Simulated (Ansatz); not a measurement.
The inner images of a band of ClGeH3O3 + FH (10 atoms, charge 0, multiplicity 1) are given out of order.

These are results of Ansatz, RKS PBE0-D4/def2-SVP, not measurements.

Initial state:

```xyz
10
Properties=species:S:1:pos:R:3
Ge -0.049 -0.094 0.002
Cl -0.103 -0.215 2.181
O 1.583 -0.202 -0.603
H 1.774 -1.113 -0.860
O -0.888 1.325 -0.566
H -1.751 1.066 -0.914
O -0.936 -1.524 -0.534
H -1.290 -2.035 0.203
F 1.319 2.142 1.073
H 1.063 1.738 1.867
```

Final state:

```xyz
10
Properties=species:S:1:pos:R:3
Ge 0.130 0.119 -0.410
Cl -0.574 0.039 3.257
O 1.219 -0.120 -1.749
H 1.859 -0.825 -1.597
O -1.216 1.093 -0.924
H -0.986 1.712 -1.627
O -0.330 -1.382 0.329
H -0.605 -1.268 1.254
F 0.975 1.033 0.833
H 0.249 0.687 2.483
```

Q: Put them in order from the first end to the last, with their energies above the first end.
A.
```xyz
10
Properties=species:S:1:pos:R:3
Ge 0.294 0.219 -0.382
Cl -0.784 0.107 3.107
O 1.344 -0.065 -1.741
H 1.839 -0.889 -1.656
O -0.883 1.451 -0.745
H -1.500 1.192 -1.438
O -0.310 -1.310 0.197
H -0.673 -1.233 1.094
F 1.186 0.949 0.933
H 0.210 0.668 2.481
```
B.
```xyz
10
Properties=species:S:1:pos:R:3
Ge -0.094 -0.094 -0.166
Cl -0.726 0.182 1.954
O 1.504 -0.061 -0.855
H 1.820 -0.964 -0.986
O -1.005 1.137 -0.996
H -1.668 1.538 -0.422
O -0.550 -1.787 -0.307
H -1.030 -2.064 0.483
F 1.513 1.758 1.233
H 0.957 1.445 1.911
```
C.
```xyz
10
Properties=species:S:1:pos:R:3
Ge 0.329 0.147 -0.476
Cl -0.978 0.296 2.896
O 1.453 -0.122 -1.769
H 2.112 -0.794 -1.561
O -0.795 1.359 -1.015
H -1.668 1.258 -0.618
O -0.375 -1.336 0.118
H -0.702 -1.236 1.026
F 1.211 0.816 0.896
H 0.136 0.701 2.351
```
D.
```xyz
10
Properties=species:S:1:pos:R:3
Ge 0.094 0.064 -0.213
Cl -1.155 0.491 1.938
O 1.466 0.013 -1.290
H 1.895 -0.849 -1.245
O -0.916 1.267 -0.959
H -1.602 1.534 -0.332
O -0.189 -1.641 0.069
H -0.799 -1.758 0.810
F 1.339 0.973 1.209
H 0.588 0.995 1.862
```
E.
```xyz
10
Properties=species:S:1:pos:R:3
Ge 0.345 0.102 -0.374
Cl -1.207 0.597 2.393
O 1.503 -0.048 -1.651
H 1.997 -0.869 -1.545
O -0.868 1.247 -0.859
H -1.489 1.458 -0.149
O -0.131 -1.512 0.095
H -0.731 -1.550 0.851
F 1.245 0.808 0.989
H 0.059 0.856 2.100
```

A: B (+0.19 eV), D (+0.54 eV), E (-0.14 eV), C (-0.18 eV), A (-0.21 eV).

Run time: 6.6 min on 4 threads of Arm Neoverse V1, on a shared host, peak memory 0.38 GiB.
